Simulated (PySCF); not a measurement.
# Removing an electron from `Nc1ccccn1`

C₅H₆N₂.
Geometry (PBE0-D3(BJ)/def2-SVP, Å), atoms numbered from 1 in this order:
```
atom  x, y, z in Å
N1     2.3386   -0.0945    0.1136
C2     0.9737   -0.0903    0.0321
C3     0.2508    1.1085   -0.1519
C4    -1.1319    1.0443   -0.1860
C5    -1.7704   -0.1898   -0.0355
C6    -0.9622   -1.3084    0.1408
N7     0.3664   -1.2717    0.1713
H8     2.7744   -1.0052    0.0552
H9     2.8557    0.6855   -0.2635
H10    0.7751    2.0609   -0.2587
H11   -1.7152    1.9577   -0.3287
H12   -2.8573   -0.2805   -0.0559
H13   -1.4154   -2.2999    0.2610
```

Level: wB97X-D/def2-SVPD (PySCF). Frontier orbitals with their largest atomic shares (Löwdin; up to four atoms above 4 %):

```
orbital  ε (eV)                           main atoms
 HOMO−3  -11.21   N1 34 %, C5 16 %, C6 12 %, C2 11 %
 HOMO−2   -9.92   N7 26 %, C4 23 %, C3 20 %, C6 12 %
 HOMO−1   -9.33    N7 58 %, C6 11 %, C2 10 %, C5 6 %
   HOMO   -8.00                                    ?
   LUMO    1.18   C4 23 %, N7 18 %, C3 17 %, C6 17 %
 LUMO+1    1.84   C2 22 %, C5 19 %, C6 13 %, C4 10 %
 LUMO+2    2.53  C3 17 %, H9 16 %, H10 13 %, N1 11 %
```

**Question.** What vertical ionisation energy does ΔSCF give, and how far is −ε(HOMO) from it?

**Answer.** ΔSCF: 8.21 eV (792 kJ/mol; threshold wavelength 151 nm); ⟨S²⟩ of the doublet left behind is 0.783, against 0.75 for a pure doublet. −ε(HOMO) is 8.00 eV, 0.21 eV below it. In exact Kohn–Sham theory the two would be equal; wB97X-D (range-separated hybrid) comes within 0.21 eV of that here. Holes in the HOMO−1 and HOMO−2 were tried too where these lie within 1.2 eV of the HOMO; the lowest converged state counts.

**Question.** On which atoms does the HOMO lie?

**Answer.** N1 (aniline-type nitrogen) 26 %, C5 (aromatic CH carbon) 19 %, C3 (aromatic CH carbon) 14 %, C2 (aromatic carbon bearing nitrogen) 11 %, so no atom holds as much as 40 %. The HOMO−1 lies 1.33 eV lower.

**Question.** What total energies stand behind the ΔSCF value?

**Answer.** E(N) = -303.34249 Eh and E(N − 1) = -303.04096 Eh at the same geometry, 0.30153 Eh apart.

**Question.** With α = 73.9 au, estimate the like-pair dispersion coefficient by London's formula C6 = (3/4)α²I.

**Answer.** I = 0.3015 Eh, so C6 ≈ 1230 au, a rough estimate.

**Question.** Shift the occupied levels rigidly so that −ε(HOMO) equals the ΔSCF value. What binding energies result?

**Answer.** The shift is +0.21 eV: HOMO 8.21, HOMO−1 9.54, HOMO−2 10.13, HOMO−3 11.42 eV. A rigid shift is only a rough guide to the deeper ionisations.

**Question.** What kinetic energy would electrons from this vertical process carry with 118.2 nm light (10.49 eV)?

**Answer.** 10.49 − 8.21 = 2.28 eV.

Isolated species at its PBE0-D3(BJ)/def2-SVP geometry, gas phase.

wB97X-D is run here without its empirical dispersion term; that term would change no orbital, density or response property at a fixed geometry.
